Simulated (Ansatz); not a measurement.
Calculated with Ansatz (gas phase, PBE0-D4/def2-TZVP geometries, no zero-point term in ΔE). CBS: MP2 limit from def2 TZ/QZ plus the TZ coupled-cluster correction, frozen cores. This one scheme is used for every species. Functionals use def2-TZVPP. B3LYP here is the variant with VWN-RPA as its local correlation; programs differ in this. For Ge outer-core shells are correlated without core-valence functions, which leaves a few kJ/mol of doubt a bond. Scalar relativity is left out up to krypton. One conformer a species, not always the lowest.

`[SiH3][SiH2][NH][GeH3]` + CH₃OH → `CO[SiH2][NH][GeH3]` + SiH₄  (cleavage of the Si–Si bond)

Problem. Is it downhill or uphill in electronic energy at CCSD(T)/CBS, and by how much? (Estimate.)

Solution. Ansatz gave: Downhill: ΔE = -114.0 kJ/mol.

Problem. What do these levels give: r2SCAN-D4, PBE0-D4, B3LYP-D4, B2PLYP, MP2/def2-QZVPP, MP2/CBS(def2)? (An estimate is asked.)

Solution. The calculation gave: r2SCAN-D4 -110.8, PBE0-D4 -97.6, B3LYP-D4 -114.4, B2PLYP -119.4, MP2/def2-QZVPP -122.5, MP2/CBS(def2) -121.2 kJ/mol.

Largest T1 diagnostic among the species: 0.012.

From PBE to PBE0 (25 % exact exchange), in def2-TZVPP and without D4, ΔE moves by −5.9 kJ/mol. In def2-TZVPP, CCSD(T) changes the Hartree–Fock value by +18.1 kJ/mol (the triples alone add +2.0 kJ/mol) and MP2 by +11.0 kJ/mol.
